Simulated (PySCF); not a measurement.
## Working out the ionisation energy of Sr

Sr [Kr] 5s2 (1S) → Sr⁺ [Kr] 5s1 (2S). Calculation: PySCF 2.14, in aug-cc-pwCVTZ-X2C; scalar relativity by spin-free X2C-1e. Frozen: [Ar] 3d10. Energies in hartree (1 hartree = 27.21139 eV):

| part | Sr (lower) | Sr⁺ (upper) |
| --- | --- | --- |
| UHF | -3177.353593 | -3177.179257 |
| MP2 opposite-spin | -0.167311 | -0.142205 |
| MP2 same-spin | -0.058927 | -0.053415 |

Task: What does Hartree-Fock give?

Result: (-3177.179257) − (-3177.353593) = 0.174336 hartree = 4.744 eV.

Task: What do MP2 and SCS-MP2 (6/5 opposite-spin, 1/3 same-spin) give?

Result: The opposite-spin parts differ by 0.683 eV and the same-spin parts by 0.150 eV. MP2: 4.744 + (0.683) + (0.150) = 5.577 eV. SCS-MP2: 4.744 + 1.2 × (0.683) + (0.150)/3 = 5.614 eV.

Measured between the centres of the two terms (NIST): 5.695 eV, so MP2 (valence and next inner shell) is off by -0.118 eV.

What remains against the reference includes basis incompleteness, the frozen core and correlation beyond second order.
